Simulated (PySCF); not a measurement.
N-methyl-N-silylpropan-2-amine (C4H13NSi), SMILES CC(N([SiH3])C)C.

Geometry: B3LYP-D3(BJ)/def2-SVP. Other conformers were not sampled.

Level of theory: M06-2X/def2-TZVP (PySCF).

Isolated molecule, no solvent.

total energy: -504.45563 hartree
highest occupied level: -7.58 eV
lowest empty level: 1.27 eV
orbital gap: 8.85 eV
dipole moment: 1.00 D
quadrupole, principal values (traceless, Buckingham form, about the centre of nuclear charge): -1.94, -1.10, 3.04 D·Å
